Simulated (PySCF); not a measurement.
Species: C4H8F2Si.
SMILES with atom numbers: `[CH3:1][C@@:2]1([CH:3]([F:4])[F:5])[CH2:6][SiH2:7]1`

Structure used (PBE0-D3(BJ)/def2-SVP), in Å, numbered top down from 1:
```
atom  x, y, z in Å
C1     1.536   -0.147   -0.374
C2     0.086    0.066    0.007
C3    -0.219    1.468    0.444
F4     0.092    2.355   -0.540
F5     0.523    1.810    1.523
C6    -0.975   -0.568   -0.911
Si7   -0.895   -1.333    0.784
H8     1.793    0.465   -1.254
H9     1.735   -1.200   -0.624
H10    2.201    0.137    0.454
H11   -1.285    1.616    0.697
H12   -0.592   -1.111   -1.782
H13   -1.844    0.052   -1.160
H14   -1.974   -1.012    1.751
H15   -0.200   -2.627    0.979
```

Probes without a nucleus sit at each ring's centroid and 1 Å off its mean plane on both sides; NICS is minus the shielding there, NICSzz its component along the normal. Level: GIAO PBE0/pcSseg-1 (PySCF, non-relativistic, gas phase) on the PBE0-D3(BJ)/def2-SVP geometry, one conformer.

Ring bond lengths (Å), with Mayer bond orders in brackets: C2–C6 1.539 (0.85), C6–Si7 1.861 (0.96), Si7–C2 1.877 (0.88).

**Question.** What do the NICS probes read (ppm)?

**Answer.** 
```csv
ring,type,NICS(0),"NICS(1), two faces","NICS(1)zz, two faces",rms pucker (Å),"centre to ring atoms, mean (Å)"
C2–C6–Si7,3-membered ring with Si; formal bonds all single,-28.5,-8.3 / -8.4,-17.0 / -17.0,0.00,1.02
```

**Question.** What can be read from them?

**Answer.** 
- C2–C6–Si7: mean NICS(1)zz -17.0 ppm, shielded. C2, C6, Si7 have four or more neighbours, so the value isn't read as a sign of a π ring current. NICS(0) lies 20 ppm below the mean NICS(1).

**Question.** At the first NICS(1) probe listed for ring C2–C6–Si7, 1 Å off the ring, what do the in-plane components average?

**Answer.** The isotropic value is a third of the trace: (3 × -8.3 − (-17.0))/2 = -4.0 ppm.

**Question.** Give the inner angles of the rings and the Hirshfeld charges of the ring atoms.

**Answer.** 
- C2–C6–Si7: C2 65.1° (-0.086 e), C6 66.2° (-0.166 e), Si7 48.6° (+0.300 e); sum 180.0° against 180° for a flat convex ring.

**Question.** What are the shieldings of the ring atoms and their hydrogens in the same run (means over atoms taken as equivalent)?

**Answer.** 
```csv
atoms,environment,σ isotropic (ppm),"principal values of the symmetric part, first atom (ppm)"
C2,sp3 carbon bound to silicon,165.8,"137.3, 156.0, 204.1"
C6,sp3 carbon bound to silicon,180.5,"147.4, 190.7, 203.2"
Si7,SiH2 silicon,474.3,"371.8, 398.5, 652.4"
H12,methylene hydrogen,30.72,"25.5, 27.4, 39.2"
H13,methylene hydrogen,30.57,"25.4, 26.9, 39.5"
H14,Si–H hydrogen,28.37,"23.3, 26.2, 35.6"
H15,Si–H hydrogen,28.55,"23.4, 26.6, 35.7"
```

**Question.** How do the values depend on the level or the medium?

**Answer.** 
| level | NICS(0), C2–C6–Si7 | mean NICS(1)zz, C2–C6–Si7 |
| --- | --- | --- |
| PBE0/pcSseg-1, gas | -28.5 | -17.0 |
| PBE0/pcSseg-1, IEF-PCM chloroform | -28.6 | -17.0 |
| PBE0/pcSseg-1, IEF-PCM water | -28.7 | -17.1 |

The geometry is the same throughout; the continuum's cavity takes Bondi-type radii × 1.2.
